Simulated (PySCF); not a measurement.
Electron correlation in Si (silicon, neutral)

[Ne] 3s2 3p1 3d1, one real determinant (an excited configuration). Computed with PySCF 2.14 in aug-cc-pwCVTZ, with no relativity, point nucleus. Frozen: [Ne]; 4 electrons correlated.

MP2 pair energies summed by pair of shells (mhartree):

```csv
pair,energy,share (%)
3s-3s,-23.00,41.0
3s-3p,-18.65,33.2
3s-3d,-11.46,20.4
3p-3d,-3.04,5.4
```

Total MP2 correlation energy: -56.14 mhartree.

Same-spin part -8.48 and opposite-spin part -47.66 mhartree; SCS-MP2 scales them by 1/3 and 6/5 to -60.02 mhartree.

The reference is one real determinant that mixes LS terms of this configuration.
